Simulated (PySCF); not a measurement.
## C7H8FO: g tensor and hyperfine couplings

Species: C₇H₈FO (doublet state).
Structure used (GFN2-xTB), in Å, numbered top down from 1:
```
atom  x, y, z in Å
C1    -1.647    1.719    1.402
C2    -0.602    1.278    0.779
C3    -0.436    0.013    0.023
C4    -1.567   -0.663   -0.592
C5    -2.754   -0.123   -0.840
C6     0.791   -0.517   -0.093
O7     1.902    0.070    0.470
C8     3.110   -0.455    0.108
F9     3.417   -0.142   -1.196
H10   -2.647    1.449    1.644
H11    0.324    1.846    0.816
H12   -1.376   -1.688   -0.888
H13   -3.540   -0.688   -1.310
H14   -2.972    0.902   -0.599
H15    0.970   -1.437   -0.638
H16    3.142   -1.556    0.167
H17    3.879    0.004    0.738
```

The hyperfine couplings belong to this conformer and change with its torsions.

Identity: `[H]/[C]=C\C(C=C)=C/OCF` [radical].

Computed, not measured: UKS B3LYP, pcH-1 on C F H O, non-relativistic, mean-field spin-orbit, GIAO in PySCF. The structure is a single GFN2-xTB conformer in the gas phase; no vibrational or solvent corrections. A GFN2-xTB geometry isn't a minimum of the functional, and hyperfine couplings can be far from their values at a DFT geometry. The frame is twisted about the C2–C3 bond at this geometry (dihedral H11–C2–C3–C6 = 23°); couplings at other torsion angles weren't computed. The SCF solution wasn't tested for stability.

| Quantity | Value |
| --- | --- |
| g1, g2, g3 | 2.00183, 2.00213, 2.00283 |
| g_iso | 2.00226 |
| Form of g | rhombic: the two nearest values differ by 30 % of g3 − g1 |
| ⟨S²⟩ | 0.7618 (exact 0.7500) |
| HOMO–LUMO gap, α and β orbitals | 4.99, 3.96 eV |
| Total energy | -446.49827 Eh |

Hyperfine couplings atom by atom, in MHz; T1 to T3 are the principal values of the dipolar part:

```json
{"atom": "C1", "isotope": "13C", "a_iso": "313.0", "T1": "-83.8", "T2": "-59.0", "T3": "142.8", "Mulliken spin population": "1.06"}
{"atom": "C2", "isotope": "13C", "a_iso": "-8.2", "T1": "-18.9", "T2": "3.2", "T3": "15.7", "Mulliken spin population": "-0.17"}
{"atom": "C3", "isotope": "13C", "a_iso": "78.9", "T1": "-9.2", "T2": "-3.2", "T3": "12.4", "Mulliken spin population": "0.09"}
{"atom": "C4", "isotope": "13C", "a_iso": "-4.0", "T1": "-0.7", "T2": "0.2", "T3": "0.6", "Mulliken spin population": "0.00"}
{"atom": "C5", "isotope": "13C", "a_iso": "2.3", "T1": "-1.1", "T2": "-0.5", "T3": "1.6", "Mulliken spin population": "0.01"}
{"atom": "C6", "isotope": "13C", "a_iso": "-4.1", "T1": "-8.0", "T2": "2.7", "T3": "5.3", "Mulliken spin population": "-0.04"}
{"atom": "O7", "isotope": "17O", "a_iso": "0.7", "T1": "-1.8", "T2": "-0.8", "T3": "2.6", "Mulliken spin population": "0.00"}
{"atom": "C8", "isotope": "13C", "a_iso": "0.3", "T1": "-0.1", "T2": "-0.1", "T3": "0.2", "Mulliken spin population": "0.00"}
{"atom": "F9", "isotope": "19F", "a_iso": "-0.6", "T1": "-1.6", "T2": "0.4", "T3": "1.2", "Mulliken spin population": "0.00"}
{"atom": "H10", "isotope": "1H", "a_iso": "38.3", "T1": "-33.2", "T2": "-7.6", "T3": "40.8", "Mulliken spin population": "0.00"}
{"atom": "H11", "isotope": "1H", "a_iso": "137.1", "T1": "-6.9", "T2": "-5.2", "T3": "12.2", "Mulliken spin population": "0.05"}
{"atom": "H12", "isotope": "1H", "a_iso": "4.7", "T1": "-1.4", "T2": "-1.0", "T3": "2.4", "Mulliken spin population": "0.00"}
{"atom": "H13", "isotope": "1H", "a_iso": "0.8", "T1": "-1.4", "T2": "-1.0", "T3": "2.4", "Mulliken spin population": "0.00"}
{"atom": "H14", "isotope": "1H", "a_iso": "3.4", "T1": "-4.6", "T2": "-2.9", "T3": "7.5", "Mulliken spin population": "0.00"}
{"atom": "H15", "isotope": "1H", "a_iso": "10.8", "T1": "-1.2", "T2": "-0.7", "T3": "1.9", "Mulliken spin population": "0.01"}
{"atom": "H16", "isotope": "1H", "a_iso": "-0.3", "T1": "-0.3", "T2": "-0.2", "T3": "0.6", "Mulliken spin population": "0.00"}
{"atom": "H17", "isotope": "1H", "a_iso": "0.1", "T1": "-0.4", "T2": "-0.4", "T3": "0.7", "Mulliken spin population": "0.00"}
```

Largest spin populations (Mulliken): C1 (+1.06), C2 (-0.17) and C3 (+0.09). No atom but C1 exceeds +0.15.

Under fast tumbling the dipolar parts average out, and these isotropic splittings remain: 1 × 1H (H11, I = 1/2, 2 lines) with 4.89 mT, 1 × 1H (H10, I = 1/2, 2 lines) with 1.37 mT, 1 × 1H (H15, I = 1/2, 2 lines) with 0.38 mT, 1 × 1H (H12, I = 1/2, 2 lines) with 0.17 mT and 1 × 1H (H14, I = 1/2, 2 lines) with 0.12 mT.

The 13C coupling of C1 (313.0 MHz) shows only in satellite lines or after enrichment, since that isotope makes up about 1.07 % of natural carbon.

β density exceeds α density at some nuclei, such as C2 (-0.0073), C6 (-0.0037) and C4 (-0.0036), spin density in bohr⁻³. In a single determinant that takes different orbitals for the two spins, that is spin polarisation.
